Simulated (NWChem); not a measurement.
System: C$_{2}$H$_{8}$Si$_{2}$; SMILES [SiH3]/C=C\[SiH3]

Results from NWChem. Pople sets run with spherical d functions. The geometry was optimised at PBE0/def2-SVP. Level M06-L/6-31G*: energy and gradient on several grids; changes count from the extra-fine grid, which is no exact limit either.

```tsv
grid	size of the energy change (μHa)	largest change of a gradient component (μHa/bohr)	time, medium = 1 (rough)
xcoarse	300	6000	about 1
coarse	900	1000	about 1
medium	200	500	about 1
fine	< 10	80	about 1
xfine	< 10	< 30	2
```
